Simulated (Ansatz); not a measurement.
Reaction (atomization): `O[SiH]1[SiH2][SiH2]1` → 6 H• + O• + 3 Si•

Program: Ansatz. Geometries: PBE0-D4/def2-TZVP. ΔE: electronic, gas phase. CCSD(T)/CBS adds triple-zeta CCSD(T) − MP2 to the extrapolated MP2 energy (def2 sets, frozen cores). This one scheme is used for every species, atoms too. Functionals use def2-TZVPP. HSE06 is defined as in plane-wave codes. No spin–orbit coupling; open shells (•) take unrestricted orbitals. Spin–orbit coupling would lower the free atoms: a little for O, Si. Each species was taken in one conformer, which may not be the lowest.

`O[SiH]1[SiH2][SiH2]1`:

Cartesian coordinates in Å:
```
O 1.950 0.091 -1.409
Si 0.737 0.645 -0.442
Si -1.449 -0.088 -0.586
Si -0.195 -0.469 1.373
H 2.788 -0.101 -0.984
H 0.805 2.108 -0.174
H -1.722 -1.364 -1.296
H -2.570 0.879 -0.698
H -0.423 0.218 2.670
H 0.080 -1.919 1.546
```

```tsv
level	ΔE (kJ/mol)
HSE06	3021.8
SCS-MP2/def2-TZVPP	2997.0
```

Task: What does CCSD(T)/CBS give? (An estimate is asked.)

Result: The calculation gave: +3076.7 kJ/mol. The listed levels differ from it by -54.9, -79.7 kJ/mol.

Largest T1 diagnostic among the species: 0.015.

From r2SCAN to r2SCAN0 (25 % exact exchange), in def2-TZVPP and without D4, ΔE moves by −43.9 kJ/mol: exact exchange takes away binding that semilocal exchange gives to molecules. In def2-TZVPP, CCSD(T) changes the Hartree–Fock value by +767.8 kJ/mol (the triples alone add +43.2 kJ/mol) and MP2 by +772.8 kJ/mol; breaking electron pairs costs correlation energy, which Hartree–Fock lacks. The D4 term adds +39.2 kJ/mol with B3LYP and +20.6 kJ/mol with PBE0; it sums over pairs of atoms, weighted by their polarisabilities, and B3LYP, whose exchange is more repulsive, gets the larger term.

B3LYP here is the variant with VWN-RPA as its local correlation; programs differ in this.

For atomizations the MP2-based limit and the directly extrapolated one differ by several kJ/mol either way, and by 10 to 25 for some Ge, Se and Sn compounds, so smaller differences from it don't rank the levels.
